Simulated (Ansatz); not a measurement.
C2H2Se (SMILES C=C=[Se]), closed shell: a single point displaced at random from a GFN2-xTB minimum.

in.yaml

```yaml
crystal:
  periodic: [false, false, false]
  atoms:
    - {symbol: C, position_ang: [0.440600, -0.404200, -0.176700]}
    - {symbol: C, position_ang: [-0.479200, 0.457600, 0.220900]}
    - {symbol: Se, position_ang: [-1.647100, 1.600900, 0.663200]}
    - {symbol: H, position_ang: [1.340800, -0.161800, -0.761000]}
    - {symbol: H, position_ang: [0.345600, -1.480500, 0.157400]}
basis:
  gaussian: {orbitals: def2-TZVPP}
hamiltonian: {xc: r2scan, dispersion: d4}
output: {forces: true}
```

An equivalent command:

```bash
ansatz run in.yaml --threads 4 --pin off --events-out ev --progress --plain
```

Output of Ansatz 0.2.0:

```
Functional definition: r2SCAN
  name "r2SCAN"
  cite "Furness, Kaplan, Ning, Perdew & Sun, J. Phys. Chem. Lett. 11, 8208 (2020) doi:10.1021/acs.jpclett.0c02405"
  cite "Furness, Kaplan, Ning, Perdew & Sun, J. Phys. Chem. Lett. 11, 9248 (2020) doi:10.1021/acs.jpclett.0c03077"
  parent r2scan
  parameter k0 = 0.174
  parameter k1 = 0.065
  parameter a1 = 4.9479
  exchange = r2scan_x(k0 = k0, k1 = k1, a1 = a1)
  correlation = r2scan_c
865 factors; their error is unknown
mean field evaluation 1: about -67436.0749 eV, gradient 8.4e1 eV
mean field evaluation 2: about -67360.7006 eV, gradient 1.7e2 eV
mean field evaluation 4: about -67453.2058 eV, gradient 1.4e1 eV
mean field evaluation 8: about -67453.7304 eV, gradient 2.5e-1 eV
mean field evaluation 16: about -67453.6934 eV, gradient 5.1e-4 eV
mean field -67453.69338201 eV, -2478.8775100335 hartree, gradient 3.9e-5 eV, S^2 0.000000; 0 other end points of the search recorded, 0 dependent functions left out
the calculation of the forces begins
reference -67453.69339083 eV, -2478.8775103574 hartree; 24, 24 occupied and 114, 114 virtual orbitals, 865 factors
Total energy: -67453.71229729 eV, -2478.8782051572 hartree
Atom 0 at     0.440600    -0.404200    -0.176700 Å, force    -0.460583    -0.801094     0.689046 eV/Å
Atom 1 at    -0.479200     0.457600     0.220900 Å, force     1.096000    -0.593382    -0.671793 eV/Å
Atom 2 at    -1.647100     1.600900     0.663200 Å, force    -0.115112     0.017372     0.100520 eV/Å
Atom 3 at     1.340800    -0.161800    -0.761000 Å, force    -0.587897     0.120342     0.287307 eV/Å
Atom 4 at     0.345600    -1.480500     0.157400 Å, force     0.067592     1.256761    -0.405079 eV/Å
Dipole moment:     0.152238    -0.138375    -0.054569 e Å
```

The lines “mean field evaluation” count trial sets of orbitals through the whole run, from several starts and some on an approximate energy, so they need not fall steadily or lie above the final value.

The run took about 1.6 s on 4 CPU threads (shared host).
